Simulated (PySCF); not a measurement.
Species: C7H11NSi2.
SMILES with atom numbers: `[N:1]#[C:2][C@@H:3]1[CH2:4][CH2:5][C@@H:6]1[SiH2:7][C:8]#[C:9][SiH3:10]`

Definitions: NICS(0) = −σiso at the ring centroid; NICS(1) = −σiso and NICS(1)zz = −σzz at ±1 Å along the ring normal z. Level: GIAO PBE0/pcSseg-1 (PySCF, non-relativistic, gas phase) on the GFN2-xTB geometry, one conformer.

Ring bond lengths (Å), with Mayer bond orders in brackets: C3–C4 1.543 (0.98), C4–C5 1.533 (1.05), C5–C6 1.540 (1.02), C6–C3 1.550 (0.95).

**Question.** Give the NICS values of each ring in ppm.

**Answer.** 
```json
{"ring": "C3–C4–C5–C6", "type": "4-membered carbocycle; formal bonds all single", "NICS(0)": "-0.8", "NICS(1), two faces": "-0.6 / -0.3", "NICS(1)zz, two faces": "5.0 / 2.9", "rms pucker (Å)": "0.09", "centre to ring atoms, mean (Å)": "1.09"}
```

**Question.** What do they say, and how far can they be read as aromaticity?

**Answer.** 
- C3–C4–C5–C6: mean NICS(1)zz 4.0 ppm, deshielded. C3, C4, C5, C6 have four or more neighbours, and the NICS criterion for π rings isn't applied.

**Question.** At the first NICS(1) probe listed for ring C3–C4–C5–C6, 1 Å off the ring, what do the in-plane components average?

**Answer.** The isotropic value is a third of the trace: (3 × -0.6 − (5.0))/2 = -3.4 ppm.

The values belong to the conformer `[N:1]#[C:2][C@@H:3]1[CH2:4][CH2:5][C@@H:6]1[SiH2:7][C:8]#[C:9][SiH3:10]`: C5–C6–Si7–C8 66°.
